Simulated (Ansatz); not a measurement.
Saddle point of C2H8Zn, singlet (CH₄Zn ([CH3][ZnH]) + CH₄ → C₂H₆Zn ([CH3][Zn][CH3]) + H₂; bonds formed: Zn1–C5, H2–H4; bonds broken: Zn1–H2, H4–C5), PBE0-D4/def2-TZVP structure:

```tsv
atom	x (Å)	y (Å)	z (Å)
Zn1	0.0583	0.4833	-0.1333
H2	-0.3507	0.9066	-1.8135
C3	0.7056	1.3312	1.4818
H4	-0.4831	-0.1389	-1.5448
C5	-0.5472	-1.4865	-0.8367
H6	0.0273	2.1305	1.7875
H7	1.6881	1.7748	1.3077
H8	0.7880	0.6129	2.2988
H9	-1.3320	-1.7322	-0.1159
H10	0.3481	-2.0722	-0.6108
H11	-0.9025	-1.8096	-1.8209
```

Energies are electronic, without zero-point energy. Barriers and step energies count from the start structure reached by relaxing down the imaginary mode; all methods use the PBE0-D4 structures, on which another method's saddle can fall below an end. Computed with Ansatz 0.2.0 (basis: def2-TZVPP, with def2-QZVPP for the basis limit); correlated methods freeze the cores. The 3s and 3p shells of Cu and Zn are frozen; filled d shells are correlated. B3LYP uses VWN-RPA correlation. Extrapolation: Hartree–Fock as exp(−7.88 √X), correlation as X^−2.97.

```json
{"method": "SPW92", "barrier (kJ/mol)": "?", "step energy (kJ/mol)": "40.5"}
{"method": "PBE-D4", "barrier (kJ/mol)": "194.1", "step energy (kJ/mol)": "40.2"}
{"method": "BLYP-D4", "barrier (kJ/mol)": "?", "step energy (kJ/mol)": "43.0"}
{"method": "r2SCAN-D4", "barrier (kJ/mol)": "199.4", "step energy (kJ/mol)": "43.2"}
{"method": "B97M-V", "barrier (kJ/mol)": "218.3", "step energy (kJ/mol)": "58.4"}
{"method": "PBE0-D4", "barrier (kJ/mol)": "205.0", "step energy (kJ/mol)": "45.1"}
{"method": "B3LYP-D4", "barrier (kJ/mol)": "?", "step energy (kJ/mol)": "47.2"}
{"method": "r2SCAN0-D4", "barrier (kJ/mol)": "208.4", "step energy (kJ/mol)": "46.4"}
{"method": "BHLYP-D4", "barrier (kJ/mol)": "237.0", "step energy (kJ/mol)": "53.5"}
{"method": "CAM-B3LYP-D4", "barrier (kJ/mol)": "224.7", "step energy (kJ/mol)": "49.3"}
{"method": "wB97X-V", "barrier (kJ/mol)": "222.7", "step energy (kJ/mol)": "46.2"}
{"method": "wB97M-V", "barrier (kJ/mol)": "220.4", "step energy (kJ/mol)": "44.7"}
{"method": "B2PLYP", "barrier (kJ/mol)": "224.7", "step energy (kJ/mol)": "43.9"}
{"method": "PBE-QIDH", "barrier (kJ/mol)": "213.8", "step energy (kJ/mol)": "43.2"}
{"method": "RPA on PBE", "barrier (kJ/mol)": "224.5", "step energy (kJ/mol)": "43.1"}
{"method": "HF", "barrier (kJ/mol)": "280.8", "step energy (kJ/mol)": "67.0"}
{"method": "MP2", "barrier (kJ/mol)": "218.1", "step energy (kJ/mol)": "34.5"}
{"method": "CCSD", "barrier (kJ/mol)": "231.7", "step energy (kJ/mol)": "47.0"}
{"method": "CCSD(T)", "barrier (kJ/mol)": "222.0", "step energy (kJ/mol)": "42.8"}
```

Fill in the withheld barriers. (An estimate is asked for; the value comes from the calculation.)

The calculation gives: SPW92 160.3; B3LYP-D4 222.7; BLYP-D4 216.0 kJ/mol. Each is the energy of the saddle less that of the start structure, by the same method.

For comparison, the barrier by CCSD(T) at an estimated basis limit (MP2 extrapolated from triple and quadruple zeta, plus CCSD(T) − MP2 in triple zeta) is 216.8 kJ/mol.

The T1 diagnostic stays at or below 0.014. The start structure is not quite a true minimum (one mode of 28i cm⁻¹).

Labels in which every atom is bracketed show which atoms are joined, not bond orders.

For scale, one of the runs: CCSD(T)/def2-TZVPP, 238 basis functions, launched by `ansatz run in.yaml --threads 8 --pin off --events-out ev --progress --plain --max-ram 19148MiB`. Hardware: 8 CPU threads of an Intel Xeon 6975P-C, shared host. Wall time 14 s; peak host memory 4.9 GiB.
